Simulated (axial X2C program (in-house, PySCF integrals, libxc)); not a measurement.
# Curves of CuI⁺ by EOM-IP-CCSD

Computed with an in-house all-electron X2C program for linear molecules (integrals from PySCF): two-component X2C with atomic mean-field Coulomb and Gaunt terms, Gaussian nuclei, basis I dyall-cv3z, Cu dyall-cv3z with contracted cores.

Energies in eV from the lowest point of the lowest state; states are followed by energy order within each Ω. Reference: CuI, 18 electrons correlated in 84 virtual spinors with an MP2 remainder; levels at this size can be off by some tenths of an eV. Masses 126.904 and 62.930 u.

```tsv
R (Å)	(1)Ω=3/2	(1)Ω=1/2	(2)Ω=1/2	(1)Ω=5/2
2.164	0.3872	0.8484	1.6817	2.9168
2.258	0.1421	0.6063	1.4462	2.6718
2.352	0.0285	0.4931	1.3571	2.6116
2.458	0.0000	0.4613	1.3610	2.6979
2.564	0.0352	0.4891	1.4192	2.8948
2.705	0.1365	0.5751	1.5223	3.2622
```

T1 of the reference reaches 0.018 (Lee–Taylor). Curves followed by order can swap character. Number of frozen shells: I 4 s, 3 p, 2 d; Cu 3 s, 2 p. Roots with under 60 % one-particle weight at any point are counted in the labels but not shown, and the list ends where the roots sought for some Ω run out; states that need a further excitation are missing and may lie low or lowest. Curves with a minimum but no constants failed the fit check.
